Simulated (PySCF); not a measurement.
**Spin–spin coupling constants**

Cartesian coordinates in Å; atom numbers follow the order of the lines, from 1:
```xyz
14

N     4.0123    1.0855   -0.4707
C     3.3645    0.2132   -0.0576
Se    2.3850   -1.1718    0.6192
C     0.6319   -0.4595    0.2945
C     0.3968    0.8604   -0.0881
C    -0.9167    1.2868   -0.2784
C    -1.9839    0.4120   -0.0820
C    -1.7360   -0.9045    0.3034
C    -0.4284   -1.3476    0.4894
H     1.2272    1.5524   -0.2426
H    -1.1020    2.3195   -0.5826
H    -3.0095    0.7554   -0.2320
H    -2.5647   -1.5996    0.4559
H    -0.2424   -2.3850    0.7801
```

Indirect spin–spin couplings were computed at B3LYP/pcJ-1 (pcSseg-1 on Se) (without the spin–dipole term) (PySCF 2.14) on a PBE0-D3(BJ)/def2-SVP structure, for the isolated molecule, without vibrational or relativistic corrections. Couplings are averaged over pairs made equivalent by symmetry, fast rotation or ring inversion, so a value needn't be that of the named pair in this geometry, while other rotamers aren't included; one pair stands for each set, and the list holds those of at least 1.5 Hz over up to four bonds, among pairs with at least one H atom (others weren't computed).

Isotopes: ¹³C, ¹H.

```
    pair  bonds  J (Hz)
 C5, H10      1   171.6
 C6, H11      1       ?
 C7, H12      1   169.8
 C5, H11      2     2.5
 C6, H12      2       ?
 C4, H11      3    10.7
 C5, H12      3     8.5
 C5, H14      3     6.6
 C6, H13      3     8.5
 C7, H10      3     7.8
H10, H11      3       ?
H11, H12      3     8.3
 C4, H12      4       ?
H10, H14      4     1.9
```

Question: Estimate the withheld couplings, with signs.

Answer: 
- ¹J(C6,H11) = 169.8 Hz (bond length 1.092 Å, sp2 carbon)
- ²J(C6,H12) = 2.1 Hz (angle at C7 120°)
- ³J(H10,H11) = 9.3 Hz (dihedral angle 0°)
- ⁴J(C4,H12) = -1.8 Hz

Relativistic effects of the heavier atoms present are left out.
